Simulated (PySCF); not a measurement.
Two species compared at the same levels of theory.

First species: CH11NSi3.
Structure used (PBE0-D3(BJ)/def2-SVP), in Å, numbered top down from 1:
```xyz
16
CH11NSi3 angstrom
N     -1.6386   -1.3719   -1.3616
Si    -0.4361   -0.2439   -0.8189
Si    -1.5966    1.5106    0.2242
C      0.8847   -0.9396    0.3415
Si     2.2423    0.2537    0.8636
H     -2.3494   -1.6974   -0.7161
H     -1.3988   -2.0979   -2.0277
H      0.2622    0.2698   -2.0400
H     -0.6781    2.6087    0.6594
H     -2.3108    1.0028    1.4415
H     -2.6198    2.0857   -0.7030
H      0.3952   -1.3341    1.2492
H      1.3616   -1.8008   -0.1607
H      1.6773    1.3659    1.6882
H      3.2868   -0.4456    1.6751
H      2.9031    0.8520   -0.3375
```

Second species: H₄O₄Si.
SMILES: `O[Si](O)(O)O`

Levels: PBE0/def2-SVPD for dipole moment, HOMO energy, LUMO energy, HOMO–LUMO gap, static isotropic polarisability and electronic spatial extent ⟨r²⟩ about the centre of nuclear charge; TDDFT PBE0/def2-SVPD for lowest singlet excitation; TDA PBE0/def2-SVPD for lowest triplet excitation (Tamm–Dancoff); ΔSCF PBE0/def2-SVPD for vertical ionisation energy. Geometries: PBE0-D3(BJ)/def2-SVP. Each species is one conformer at its optimised geometry, gas phase, non-relativistic unless stated. Electronic properties by PySCF.

Dipoles, sizes and rotational constants follow the conformer. The torsions of the flexible species, by atom-mapped SMILES:
- `[NH2:1][Si@@H:2]([SiH3:3])[CH2:4][SiH3:5]`: N1–Si2–C4–Si5 177°, H–N1–Si2–Si3 -51°, H–N1–Si2–Si3 166°
- `[OH:1][Si:2]([OH:3])([OH:4])[OH:5]`: H–O1–Si2–O3 34°, H–O3–Si2–O1 -157°, H–O4–Si2–O1 -33°, H–O5–Si2–O1 -85°

(1) Which has the higher LUMO energy?

(2) Which of the two has the higher S1 energy, and by how much?

(3) Which of the two has the higher dipole moment, and by how much?

(4) Which of the two has the higher HOMO energy, and by how much?

(5) Which has the higher ⟨r²⟩?

(6) Which of the two has the higher HOMO–LUMO gap, and by how much?

(7) Which has the higher static isotropic polarisability?

(8) Which of the two has the higher vertical ionisation energy, and by how much?

Results:

(1) The first: -0.13 eV against -0.29 eV, a difference of 0.16 eV.

(2) The second: 7.71 eV against 5.85 eV, a difference of 1.86 eV.

(3) The first: 2.15 D against 0.00 D, a difference of 2.15 D.

(4) The first: -7.26 eV against -9.31 eV, a difference of 2.05 eV.

(5) The first: 1231 bohr² against 457 bohr², a difference of 774 bohr².

(6) The second: 9.02 eV against 7.13 eV, a difference of 1.89 eV.

(7) The first: 107.6 au against 39.5 au, a difference of 68.1 au.

(8) The second: 11.51 eV against 9.02 eV, a difference of 2.49 eV.

On the first: The 10 singlets span 5.85 to 7.62 eV, and their oscillator strengths add up to 0.29. The dipole equals about 7.2 × 10⁻³⁰ C·m (1 D = 3.33564 × 10⁻³⁰ C·m).

On the second: The ΔSCF ionisation energy exceeds −ε(HOMO) by 2.20 eV with PBE0. S1 lies 1.31 eV below the HOMO–LUMO gap.
